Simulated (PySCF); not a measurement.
K: ionisation energy

K [Ar] 4s1 [4s1/2^1, M_J = 1/2] → K+ [Ar], as a difference of total energies. Computed with PySCF 2.14 in x2c-QZVPPall-2c (11s9p4d3f, 79 functions), with the two-component X2C-1e Hamiltonian. Correlated levels: [Ne] frozen; the 8 highest virtual spinors dropped. "Screened" scales the spin-orbit matrix elements by Boettger's factors to mimic the two-electron term; Breit and QED terms are absent.

```tsv
method	ionisation energy (eV)
GHF (screened spin-orbit)	4.022
GMP2 (screened spin-orbit)	4.296
```

Problem. How much does correlation contribute at GMP2 (screened spin-orbit)?

Solution. 4.296 − (4.022) = 0.274 eV, measured against GHF (screened spin-orbit).

Errors of the correlated levels include the incompleteness of this basis and the frozen core.

For comparison: 4.341 eV (measured; NIST Atomic Spectra Database, ionization energies).
